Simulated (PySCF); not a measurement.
## Stretching ReP

Set-up: basis Re def2-TZVPP with ECP60, P def2-TZVPP; scalar-relativistic core potentials; PySCF 2.14. Energies in eV from Re (5d5 6s2) + P in their ground configurations at the same level. State: ³Σ⁻ (triplet), unpaired electrons δ ↑↑.

```
R (Å)   B97-3
1.771  -1.261
1.853  -2.392
1.935  -2.993
1.997  -3.191
2.059  -3.234
2.121  -3.169
2.203  -2.978
2.306  -2.657
2.430  -2.235
2.594  -1.691
```

Q: Put a parabola through the three lowest points of the B97-3 curve and estimate Re, k and ωe (reduced mass 26.57 u; 1 eV/Å² = 0.16022 mdyn/Å; ωe = 1302.8·√(k/μ) cm⁻¹).

A: Through R = 1.997, 2.059, 2.121 Å the second-order coefficient is 14.0 eV/Å², so Re ≈ 2.053 Å, k ≈ 4.50 mdyn/Å and ωe ≈ 536 cm⁻¹. A polynomial fit of higher order to the unrounded B97-3 energies gives Re = 2.049 Å, k = 4.78 mdyn/Å, ωe = 553 cm⁻¹; anharmonicity and rounding make the difference.

The higher-order fit for each curve: B97-3: Re = 2.049 Å, ωe = 553 cm⁻¹, De = 3.24 eV.

The metal atom is held in its measured ground configuration; semilocal functionals can put another filling of s and d lower by some tenths of an eV, and De to that atom would be smaller. ⟨S²⟩ of the unrestricted solution departs from its pure value on part of the curve, where spin states mix. Spin–orbit coupling is left out, which matters for elements this heavy, above all for dissociation energies. With d or f electrons several states lie close, and the lowest PBE0 determinant need not be the measured ground state.
